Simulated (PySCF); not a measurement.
CCl3, SMILES Cl[C](Cl)Cl, doublet, B3LYP/def2-SVP optimised geometry.

```
4

Cl     1.26    -0.13     0.00
C     -0.47    -0.13     0.00
Cl    -1.26    -1.41     0.87
Cl    -1.26     1.41     0.00
```

Density from unrestricted B3LYP/def2-TZVP in PySCF 2.14.0 at that geometry.

Minimum of the electron density along straight lines between bonded atoms, close to the bond critical point (lines longer than 1.1 times the sum of covalent radii, or with two minima, are not listed):

```json
[
 {"bond": "Cl1–C2", "length / Å": "1.728", "ρ at the minimum / e bohr⁻³": "0.209", "∇²ρ there / e bohr⁻⁵": "-0.30", "position (fraction from the first atom)": "0.57"},
 {"bond": "C2–Cl3", "length / Å": "1.728", "ρ at the minimum / e bohr⁻³": "0.209", "∇²ρ there / e bohr⁻⁵": "-0.30", "position (fraction from the first atom)": "0.43"},
 {"bond": "C2–Cl4", "length / Å": "1.728", "ρ at the minimum / e bohr⁻³": "0.209", "∇²ρ there / e bohr⁻⁵": "-0.30", "position (fraction from the first atom)": "0.43"}
]
```
